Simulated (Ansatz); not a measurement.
## What each rung costs, and what it gives

Saddle point of SiH5O3F, singlet (SiH₄O₃ ([OH][SiH]([OH])[OH]) + HF → SiH₃O₃F ([OH][Si]([OH])([OH])[F]) + H₂; bonds formed: Si1–F7, H2–H6; bonds broken: Si1–H2, H6–F7), PBE0-D4/def2-TZVP structure:

```tsv
atom	x (Å)	y (Å)	z (Å)
Si1	0.0636	-0.0854	0.0215
H2	0.3685	1.3629	-0.7548
O3	1.1259	-0.3941	1.2095
O4	-1.4742	-0.6184	-0.0348
O5	0.7299	-0.8965	-1.2500
H6	-0.0470	1.6870	0.0680
F7	-0.5563	1.4133	1.1140
H8	1.7527	-1.0801	0.9654
H9	-2.0738	-0.1831	0.5749
H10	0.1107	-1.2054	-1.9137
```

Barriers are electronic and count from the start structure reached by relaxing down the imaginary mode.

Ansatz 0.2.0; basis: as named in each row; cores frozen in the correlated methods. B3LYP uses VWN-RPA correlation. Extrapolation: Hartree–Fock as exp(−7.88 √X), correlation as X^−2.97.

Times are rough, for one single point on 4 threads of a shared host (Arm Neoverse V1).

The estimate by CCSD(T) at an estimated basis limit (MP2 extrapolated from triple and quadruple zeta, plus CCSD(T) − MP2 in triple zeta) is 1.335 eV.

```csv
method,basis,time (s),barrier (eV),method less estimate
HF,STO-3G,under 1,2.935,1.600
PBE-D4,STO-3G,under 1,0.559,-0.776
SPW92,def2-SVP,under 1,0.484,-0.851
B3LYP-D4,6-31G,under 1,1.337,0.002
PBE-D4,def2-SVP,under 1,0.820,-0.515
PBE0-D4,def2-SVP,under 1,1.032,-0.303
SPW92,def2-TZVPP,1,0.703,-0.632
BLYP-D4,def2-TZVPP,2,1.194,-0.141
PBE-D4,def2-TZVPP,2,1.027,-0.308
BHLYP-D4,def2-TZVPP,3,1.474,0.139
B3LYP-D4,def2-TZVPP,3,1.299,-0.036
PBE0-D4,def2-TZVPP,3,1.192,-0.143
CAM-B3LYP-D4,def2-TZVPP,3,1.276,-0.059
wB97M-V,def2-SVP,3,1.037,-0.298
r2SCAN-D4,def2-TZVPP,4,1.058,-0.277
r2SCAN0-D4,def2-TZVPP,4,1.201,-0.134
CCSD(T),def2-SVP,5,1.357,0.022
RPA on PBE,def2-TZVPP,5,1.333,-0.002
B2PLYP,def2-TZVPP,6,1.323,-0.012
PBE-QIDH,def2-TZVPP,6,1.287,-0.048
wB97X-V,def2-TZVPP,6,1.262,-0.073
wB97M-V,def2-TZVPP,7,1.228,-0.107
B97M-V,def2-TZVPP,8,1.206,-0.129
MP2,def2-QZVPP,19,1.292,-0.043
CCSD(T),def2-TZVPP,150,1.355,0.020
```

All methods are single points on the PBE0-D4 structures.

No T1 diagnostic of these runs exceeds 0.013.

Labels in which every atom is bracketed show which atoms are joined, not bond orders.
